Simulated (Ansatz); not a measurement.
Cr(SH)2 (CrH₂S₂). Charge 0, multiplicity 5. Geometry relaxed at PBE-D4/def2-TZVP.

```xyz
5

Cr    0.003   -0.002    0.000
S    -1.121   -0.346    1.924
H    -0.213   -1.218    2.436
S     1.122    0.348   -1.926
H     0.209    1.218   -2.435
```

The charge 0 quintet is spin-contaminated (final ⟨S²⟩ up to 6.15, 6.00 for a pure state).

(1) Estimate the harmonic wavenumbers at UKS PBE-D4/def2-TZVP (Ansatz, unscaled). Is this a minimum?

## Answers

(1) 32i, 81, 305, 324, 434, 447, 461, 2578, 2579 cm⁻¹. No: 1 imaginary mode, a saddle point. Zero-point energy 43.1 kJ/mol. Hardware: 4 threads of Arm Neoverse V1 on a shared host. Wall time 38 s.
